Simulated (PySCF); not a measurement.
IrO₂: breathing scan

All numbers come from PySCF, UPBE0, basis Ir def2-TZVP with ECP60, O def2-TZVP (scalar-relativistic core potentials, no spin–orbit coupling, density fitting).

Rigid scan from the doublet minimum (Ir–O 1.684 Å (×2); O–Ir–O 167.0°). Coordinate: all bonds to the central atom scaled together. Energies in kJ/mol from the minimum.

Predict the curve at 0.88, 0.92, 0.96, 1.00, 1.04, 1.08, 1.14, 1.22, 1.35.


```tsv
scale of all bonds to the centre	E (kJ/mol)	dipole size (D)	⟨S²⟩
0.88	402.4	0.24	0.75
0.92	155.2	0.33	0.75
0.96	33.8	0.41	0.75
1.00	0.0	0.48	0.75
1.04	26.0	0.55	0.75
1.08	91.2	0.61	0.76
1.14	231.6	0.70	0.77
1.22	445.9	0.77	1.12
1.35	583.1	0.79	2.60
```

Spin contamination is strong at 1.22, 1.35, so these points are less reliable.

Other spin states or occupations of the open shell can lie lower. No spin–orbit coupling is included, which matters more the heavier the element.
